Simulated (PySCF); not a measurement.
Choosing a molecule for a target property.

All species are isolated and taken at one optimised geometry, non-relativistic unless stated. Electronic properties by PySCF.

The conformers computed, where there is a choice (atom-mapped SMILES and torsion angles):
- `[CH3:1][Si@H:2]([CH2:3][F:4])[CH2:5][CH2:6][Cl:7]`: C1–Si2–C3–F4 78°, C1–Si2–C5–C6 39°, Si2–C5–C6–Cl7 56°
- `[CH3:1][C@@H:2]([CH2:3][F:4])[CH2:5][SiH2:6][Cl:7]`: C1–C2–C3–F4 -171°, C1–C2–C5–Si6 170°, C2–C5–Si6–Cl7 -48°
- `[CH2:1]=[N:2][Si@:3]([NH2:4])([PH2:5])[CH2:6][C:7]#[N:8]`: C1–N2–Si3–N4 -142°, N2–Si3–C6–C7 54°, H–N4–Si3–N2 49°, H–N4–Si3–N2 -87°, H–P5–Si3–N2 -73°, H–P5–Si3–N2 20°
- `[CH3:1][CH:2]([CH3:3])[CH2:4][Si@@H:5]([F:6])[Cl:7]`: C1–C2–C4–Si5 -62°, C2–C4–Si5–F6 -164°
- `[F:1][CH2:2][C@@H:3]([SiH3:4])[CH2:5][CH2:6][Cl:7]`: F1–C2–C3–Si4 -58°, C2–C3–C5–C6 72°, C3–C5–C6–Cl7 63°

Question: Wanted: HOMO–LUMO gap between 12.2 eV and 12.4 eV (wB97X-D/def2-SVPD) and HOMO energy below -9.6 eV (wB97X-D/def2-SVPD), at GFN2-xTB geometries. Which candidate meets both?
A. `C=N[Si@](N)(P)CC#N`
B. `C[C@@H](CF)C[SiH2]Cl`
C. `CC(C)C[Si@@H](F)Cl`
D. `C[Si@H](CF)CCCl`

Answer: B. Computed values:
| species | HOMO–LUMO gap | HOMO energy |
| --- | --- | --- |
| C=N[Si@](N)(P)CC#N | 9.59 eV | -9.08 eV |
| C[Si@H](CF)CCCl | 12.05 eV | -10.12 eV |
| C[C@@H](CF)C[SiH2]Cl | 12.33 eV | -10.26 eV |
| CC(C)C[Si@@H](F)Cl | 12.45 eV | -10.49 eV |

Question: Wanted: electronic spatial extent ⟨r²⟩ about the centre of nuclear charge above 1470 bohr² (wB97X-D/def2-SVPD) and dipole moment below 3.3 D (wB97X-D/def2-SVPD), at GFN2-xTB geometries. Which candidate meets both?
A. `CC(C)C[Si@@H](F)Cl`
B. `ClCC[C@@H](CF)[SiH3]`
C. `C=N[Si@](N)(P)CC#N`
D. `C[Si@H](CF)CCCl`

Answer: B. Computed values:
```csv
species,electronic spatial extent ⟨r²⟩ about the centre of nuclear charge,dipole moment
C[Si@H](CF)CCCl,1358 bohr²,3.06 D
C=N[Si@](N)(P)CC#N,1403 bohr²,3.52 D
CC(C)C[Si@@H](F)Cl,1433 bohr²,2.44 D
ClCC[C@@H](CF)[SiH3],1500 bohr²,0.43 D
```
